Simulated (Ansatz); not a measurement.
Cost and result up the ladder for PSbSbSb tetrahedron (Sb3P) (4 atoms). The state is a singlet with charge 0. Geometry: r2SCAN-D4/def2-SVP.

| atom | x (Å) | y (Å) | z (Å) |
| --- | --- | --- | --- |
| P1 | 0.2258 | -0.8466 | -1.2056 |
| Sb2 | -1.5616 | 0.6639 | -0.1445 |
| Sb3 | 1.2040 | 1.2043 | -0.0061 |
| Sb4 | 0.1317 | -1.0216 | 1.3561 |

Ansatz on 2 threads of Arm Neoverse V1 on a shared host. Times are rough, and most runs start from the orbitals of an earlier one. ωB97M-V/def2-TZVP serves as the yardstick here, not as an exact answer. Differences are given only for rows in sets of like size (and for xTB, whose basis is part of the method), since another set adds its own error. Binding counts from free atoms at the same level (P quartet, Sb quartet; other spins of the atoms weren't run), without zero-point energy or a counterpoise term.

In the def2 sets Sb takes a core potential; there is no spin–orbit coupling. HSE06 is defined as in plane-wave codes, on full-range PBE exchange. Correlated methods freeze 17 core orbitals; core or outer-core shells of Sb are correlated, in sets that lack core-valence functions. The rows differ in basis, and correlated rows in double-zeta sets carry the largest basis error.

Correlated methods converge slowly with the basis, most of all in double-zeta sets.

| level | functions | wall time |
| --- | --- | --- |
| PBE-D4/def2-SVP | 96 | 1.6 s |
| PBE0-D4/def2-SVP | 96 | 2.9 s |
| PBE-D4/def2-TZVP | 187 | 3.4 s |
| BLYP-D4/def2-TZVP | 187 | 3.9 s |
| CCSD(T)/def2-SVP | 96 | 6 s |
| HF/def2-TZVP | 187 | 6.5 s |
| HSE06-D4/def2-TZVP | 187 | 7 s |
| MP2/def2-TZVP | 187 | 7 s |
| r2SCAN-D4/def2-TZVP | 187 | 9.5 s |
| r2SCANh-D4/def2-TZVP | 187 | 11 s |
| RPA@PBE/def2-TZVP | 187 | 11 s |
| r2SCAN0-D4/def2-TZVP | 187 | 12 s |
| B2PLYP/def2-TZVP | 187 | 13 s |
| ωB97M-V/def2-TZVP | 187 | 20 s |

Problem. Estimate what each level gives for the binding energy per atom (eV).

Solution. 
```
               level  binding energy per atom (eV)  difference from ωB97M-V/def2-TZVP (eV)
     PBE-D4/def2-SVP                          2.55                                       –
    PBE0-D4/def2-SVP                          2.32                                       –
    PBE-D4/def2-TZVP                          2.64                                    0.36
   BLYP-D4/def2-TZVP                          2.55                                    0.27
    CCSD(T)/def2-SVP                          1.69                                       –
        HF/def2-TZVP                          0.57                                   -1.71
  HSE06-D4/def2-TZVP                          2.42                                    0.14
       MP2/def2-TZVP                          2.33                                    0.05
 r2SCAN-D4/def2-TZVP                          2.37                                    0.09
r2SCANh-D4/def2-TZVP                          2.31                                    0.03
   RPA@PBE/def2-TZVP                          2.20                                   -0.08
r2SCAN0-D4/def2-TZVP                          2.22                                   -0.06
    B2PLYP/def2-TZVP                          2.34                                    0.06
   ωB97M-V/def2-TZVP                          2.28                                    0.00
```
